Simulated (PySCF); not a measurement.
# MP2 beside CCSD(T) along group 13: bonds to H

MP2 and CCSD(T) in PySCF with def2-TZVPPD on every atom (core potentials on In), for the lowest determinant that a PBE0 search found; no spin–orbit coupling.

| molecule | state (unpaired electrons) | MP2 Re (Å) | MP2 ωe (cm⁻¹) | MP2 De (eV) | CCSD(T) Re (Å) | CCSD(T) ωe (cm⁻¹) | CCSD(T) De (eV) |
| --- | --- | --- | --- | --- | --- | --- | --- |
| BH | singlet (closed shell) | 1.226 | 2436 | 3.48 | 1.234 | 2357 | 3.62 |
| AlH | singlet (closed shell) | 1.646 | 1715 | 3.00 | 1.652 | 1678 | 3.15 |
| GaH | singlet (closed shell) | 1.650 | 1676 | 2.85 | 1.664 | 1621 | 3.00 |
| InH | singlet (closed shell) | 1.823 | 1534 | 2.56 | ? | ? | ? |

Q: Estimate the CCSD(T) values of InH by adding the mean shift from MP2 to CCSD(T) of the other rows, and compare with the calculation.

A: The mean shifts are +0.9 pm, -57 cm⁻¹ and +0.15 eV, which give 1.832 Å, 1477 cm⁻¹ and 2.71 eV. CCSD(T)/def2-TZVPPD gives Re = 1.837 Å, ωe = 1486 cm⁻¹, De = 2.75 eV.

Q: What are the mean differences of MP2 from CCSD(T) over the whole series?

A: Re -1.1 pm, ωe +55 cm⁻¹, De -0.16 eV.

In a basis of this size CCSD(T) is itself not converged; it tends to give bonds that are too long and too weak.

Correlated steps freeze the inner cores (1 to 9 orbitals); shallow outer-core shells are correlated. Spin–orbit coupling is left out, which matters for elements this heavy, above all for dissociation energies. Where the molecule has an RHF reference, its open-shell atoms are computed with UHF.
